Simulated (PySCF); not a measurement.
CH4BrInO2, singlet, at a GFN2-xTB geometry (such geometries of metal compounds can be far from the true shape) (all electrons, no relativity), with bond 4-3 at 2.4 times its length.

Here is a job for PySCF.
```python
from pyscf import gto, scf, mcscf
import numpy

mol = gto.Mole()
mol.atom = '''
    In   -0.27362228   -0.32403794    0.09156771
    Br    0.98619544    1.80178721    0.05343092
    O    -1.66418729   -0.63145784    1.43101716
    H    -2.03319898    1.12375804    2.86390932
    O     0.10569484   -1.81518014   -1.17511620
    C    -0.69341185   -2.97204667   -1.15483546
    H    -1.68372556   -2.78943390   -1.58594865
    H    -0.16676131   -3.70712966   -1.77113667
    H    -0.81250863   -3.38262753   -0.14606511
'''
mol.basis = 'sto-3g'
mol.verbose = 4
mol.build()

mf = scf.RHF(mol)
mf.kernel()
mc = mcscf.CASSCF(mf, 2, 2)
mc.kernel()
occ = numpy.linalg.eigvalsh(mc.fcisolver.make_rdm1(mc.ci, mc.ncas, mc.nelecas))[::-1]
ss = mc.fcisolver.spin_square(mc.ci, mc.ncas, mc.nelecas)[0]
print('natural occupations', occ.round(4), ' <S^2>', round(ss, 4))
```

**Question.** Predict the SCF-reference dipole moment from CASSCF(2,2)/STO-3G in PySCF.

**Answer.** 2.03 D

**Question.** Estimate the SCF-reference HOMO-LUMO gap that CASSCF(2,2)/STO-3G returns for this input.

**Answer.** 8.31 eV

**Question.** Give the nuclear repulsion energy at the level CASSCF(2,2)/STO-3G.

**Answer.** 829.6979 Eh

**Question.** Estimate the SCF-reference HOMO energy that CASSCF(2,2)/STO-3G returns for this input.

**Answer.** -5.56 eV

**Question.** Predict the total energy from CASSCF(2,2)/STO-3G.

**Answer.** -8414.932967 Ha

**Question.** What is the computed natural occupations of the active orbitals (CASSCF(2,2)/STO-3G)?

**Answer.** 1.26, 0.74
